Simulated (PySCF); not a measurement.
C₂H₄N, SMILES [CH]=NC, multiplicity 2. Atoms are numbered in the order given.

```xyz
7

C     -0.0626    -1.3134     0.0000
N      0.4565    -0.2178     0.0000
C     -0.1441     1.1103     0.0000
H     -1.1188    -1.6270     0.0000
H      0.2006     1.6518    -0.8810
H      0.2006     1.6518     0.8810
H     -1.2381     1.0667     0.0000
```
Charge 0, spin multiplicity 2.

Geometry optimised at B3LYP-D3(BJ)/def2-TZVP. The isomer is the one that the SMILES or the coordinates give; other isomers of the formula were not compared.

All values below come from SMD-M06-2X/6-31G* run with PySCF.

Solvation free energies are E(SMD) − E(gas) at the gas-phase geometry, for 1 M in both phases. In vacuum the dipole moment is 2.15 D.

```tsv
solvent	ΔG(solv) (kcal/mol)	its non-electrostatic (CDS) part	dipole (D)
water	-0.8	3.5	2.76
chloroform	-2.3	0.7	2.57
cyclohexanone	-2.1	1.8	2.71
```
